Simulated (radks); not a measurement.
Kinetic energies: the exact non-interacting value of the Kohn-Sham orbitals and orbital-free approximations, as 100 (|E| - |E exact|)/|E exact|, negative where the magnitude is too small. Species: Mn [Ar] 3d5 4s2; B4+ 1s1; As3+ [Ar] 3d10 4s2; Yb+ [Xe] 4f14 6s1. Method: non-relativistic Kohn-Sham, exchange-only PBE, spin-polarised, spherical densities, point nucleus; computed with a radial shooting solver on a logarithmic mesh with Libxc functionals. Every spin shell is full or empty, so the densities are truly spherical. Functionals are evaluated on that one density, not self-consistently.

functional            Mn      B4+     As3+      Yb+
exact (hartree)  1149.72  12.4680  2231.98  13391.0
Thomas-Fermi       -6.63    -8.39    -6.10    -4.89
von Weizsacker    -47.28    0.00   -52.16   -62.92
TF + vW           +46.09   +91.61   +41.74   +32.19
TF + vW/9          -0.77    +2.73    -0.79    -0.77
TF + vW/5          +3.91   +11.61    +3.47    +2.52
APBEK              +0.08    +2.07    +0.06    -0.02
revAPBEK           +0.36    +2.97    +0.28    +0.13
Thakkar            -0.39    +2.42    -0.51    -0.81
Pearson            -1.34    -2.35    -1.17    -0.94
LKT               +25.43   +62.55   +22.57   +16.70
PG1               +20.27   +55.22   +17.86   +13.02
Ernzerhof          -0.33    +6.63    -0.42    -0.55
